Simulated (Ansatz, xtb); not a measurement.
Two isomers of BH6NSeSi

Structure a is `NB[Se][SiH3]`, a singlet and structure b is `[SiH3]NB[SeH]`, a singlet. Both are isolated molecules in the gas phase, relaxed with B3LYP-D3(BJ)/def2-SVP; the shapes shown needn't be the lowest conformers.

a (Å):

```yaml
atoms:
  - { symbol: B, position_ang: [-1.6405, 0.6074, 0.5008] }
  - { symbol: N, position_ang: [-1.4055, 1.6583, 1.3828] }
  - { symbol: Se, position_ang: [-0.7237, 0.5586, -1.2484] }
  - { symbol: Si, position_ang: [-1.6731, -1.4058, -1.9626] }
  - { symbol: H, position_ang: [-1.8594, 1.7130, 2.2869] }
  - { symbol: H, position_ang: [-0.7774, 2.4312, 1.1934] }
  - { symbol: H, position_ang: [-2.4046, -0.2728, 0.8064] }
  - { symbol: H, position_ang: [-1.1216, -1.6750, -3.3197] }
  - { symbol: H, position_ang: [-3.1568, -1.2915, -2.0435] }
  - { symbol: H, position_ang: [-1.3279, -2.5351, -1.0535] }
```

b (Å):

```xyz
10

B    -1.3775    1.3220   -2.6848
N    -1.5379    0.3649   -1.6644
Se   -0.4472    3.0351   -2.5059
Si   -0.9877    0.3898    0.0112
H    -1.4423   -0.8885    0.6240
H     0.4967    0.4877    0.0869
H    -1.5734    1.5423    0.7509
H    -2.0512   -0.4696   -1.9393
H    -1.8279    1.1316   -3.7865
H    -0.0508    2.9193   -1.0869
```

Energies in hartree; the thermal terms are from B3LYP-D3(BJ)/def2-SVP harmonic frequencies (ideal gas, rigid rotor, one conformer each, 298.15 K, 1 atm) and include the zero-point energy:

|  | a | b |
| --- | --- | --- |
| E, CCSD(T)/def2-SVP | −2771.700368 | −2771.693749 |
| E, MP2/def2-SVP | −2771.638997 | −2771.631071 |
| E, MP2/def2-TZVPP | −2772.255902 | −2772.248214 |
| zero-point energy | 0.066303 | 0.063635 |
| H(298 K) − E | 0.074205 | 0.071143 |
| G(298 K) − E | 0.034268 | 0.032280 |

Task: Correct the CCSD(T) difference for the basis set by the MP2 change, then work out ΔE, ΔE₀, ΔH and ΔG for a → b in kcal/mol (1 Eh = 627.51 kcal/mol) and the equilibrium ratio [b]/[a].

Result: 1. Differences b − a: CCSD(T) +0.006619, MP2 in the small set +0.007926, MP2 in the large set +0.007688 Eh.
2. ΔE = +0.006619 + (+0.007688 − (+0.007926)) = +0.006381 Eh = +4.00 kcal/mol.
3. ΔE₀ = ΔE + ΔZPE = +0.006381 + (−0.002668) Eh = +2.33 kcal/mol.
4. ΔH = ΔE + (−0.003062) Eh = +2.08 kcal/mol.
5. ΔG = ΔE + (−0.001988) Eh = +2.76 kcal/mol, so ΔS = (ΔH − ΔG)/T = −9.5 J/(mol K).
6. kT = 0.9442 mEh, so K = [b]/[a] = exp(−ΔG/kT) = exp(−4.65) ≈ 0.0095.

Structure a is favoured at this temperature. An error of 1 kcal/mol in ΔG would change K by a factor of 5.4. Mirror images and further conformers aren't counted.

As drawn, b has 1 N–Si, 1 Se–H in place of 1 Se–Si, 1 N–H.

Other levels gave ΔE = +1.2 (GFN2-xTB); +9.3 (HF/STO-3G, GFN2-xTB geometries); +7.3 (r2SCAN-D4/def2-SVP, GFN2-xTB geometries); +4.2 (B3LYP-D3(BJ)/def2-SVP); +4.4 (HF/def2-SVP); +5.0 (MP2/def2-SVP); +4.2 (CCSD(T)/def2-SVP) kcal/mol. The correlated steps freeze 16 core orbitals; the filled d shell of Se is correlated, in a basis made for valence electrons. Programs: Ansatz 0.2.0, xtb 6.7.1.
